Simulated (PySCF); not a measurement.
Computed IR spectrum (relative IR intensity) of a molecule C2H9FSi3. Coordinates come from a B3LYP-D3(BJ)/def2-SVP optimisation. The values are those of a single conformer. Method: B3LYP-D3(BJ)/def2-SVP (PySCF). Frequencies are harmonic and unscaled.

Lines under 2 % of the strongest are left out, and lines within 2 cm⁻¹ are merged.

ν (cm⁻¹): 429 (w), 451 (vw), 507 (vw), 530 (vw), 629 (w), 666 (m), 684 (w), 724 (s), 733 (w), 833 (s), 885 (s), 942 (m), 944 (m), 981 (w), 1064 (w), 1067 (w), 1147 (m), 1354 (vw), 2200 (m), 2207 (m), 2216 (vs), 2232 (m), 3010 (w), 3038 (vw), 3103 (w) (against the strongest line: vs over 80 %, s over 45 %, m over 15 %, w over 4 %, vw less)

**Question.** Identify the compound among the candidates.
A) FC[Si@@H]1C[SiH2][SiH2]1
B) F[Si@H]1C[Si@@H]([SiH3])C1
C) F[C@H]1C[SiH2][Si@@H]1[SiH3]
D) F[Si@H]1[SiH2]C[C@@H]1[SiH3]

**Answer.** C, F[C@H]1C[SiH2][Si@@H]1[SiH3]
